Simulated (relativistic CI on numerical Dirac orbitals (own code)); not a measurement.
One change at a time: Dy XXV

Base calculation: Dirac-Coulomb-Breit CI, orbitals from a KLI potential per configuration, model QED (radiative potential, 1s self-energy scaled to tabulated hydrogen-like ionisation energies), unscaled Slater integrals.

CI space (outside the closed core [Ar] 3d10): 4s2 4p6 4d6, 4s2 4p5 4d7, 4s2 4p6 4d5 4f, 4s 4p6 4d7, 4s2 4p5 4d6 4f, 4s 4p6 4d6 4f, 4s2 4p6 4d5 5s, 4s2 4p6 4d5 5p, 4s2 4p6 4d4 4f 5s, 4s2 4p6 4d5 5d, 4s2 4p5 4d6 5s, 4s2 4p6 4d4 5s 5p, 4s2 4p6 4d5 5f, 4s2 4p6 4d5 6s, 4s 4p6 4d6 5s, 4p6 4d7 5p, 4p6 4d8, 4p5 4d9, 4p5 4d8 4f, 4s2 4p6 4d4 5s2, 4s2 4p6 4d3 4f 5s2, 4s2 4p5 4d4 4f 5s2, 4s 4p6 4d4 4f 5s2. Double excitations out of closed p, d and f shells are left out; levels of such configurations are missing from the list, as are those of other unlisted configurations, and high levels can miss mixing partners. These lack a partner that the ground configuration has and come out too high: 4s2 4p5 4d6 5s.

Variants: (1) non-relativistic limit; (2) only the first configuration. Shifts of the energy above 4s2 4p6 4d6 5D_4, in cm⁻¹, for the lowest level and the first level of each name with at least 55 % of one term (blank where a level changes its place among those of its configuration and J or its character, or is not in the variant):

```
            Level     Base     Δ(1)   Δ(2)
 4s2 4p6 4d6 5D_4        0        0      0
 4s2 4p6 4d6 5D_3    50067   -50067   +139
 4s2 4p6 4d6 5D_1    62975   -62975   -736
 4s2 4p6 4d6 3H_6    82969   -34817  +3325
 4s2 4p6 4d6 3D_1   133101            -262
 4s2 4p6 4d6 3P_0   137845   -79795  -1622
 4s2 4p6 4d6 1I_6   163254   -90540  +3435
 4s2 4p6 4d6 3P_1   185765            +995
 4s2 4p6 4d6 1G_4   190135  -106770  +1138
4s2 4p5 4d7 5G°_6  1099136   -76711       
4s2 4p5 4d7 3D°_3  1125358                
4s2 4p5 4d7 5G°_5  1169769                
4s2 4p5 4d7 3H°_6  1192843  -123918
```

At this charge energies of transitions that change n are usually good to better than 1 %, and those within a shell (Δn = 0) to a few per cent. Terms inside the open d or f shell come out 10 to 20 % too wide with unscaled integrals.

Ionisation energy from the two ground configurations alone: base 827.682 eV. The NIST ASD value (theoretical) is 827 eV.

LS names give the leading component of a level, which can be under half, so a name can repeat, a term be missing and a line seem to break the LS rules.
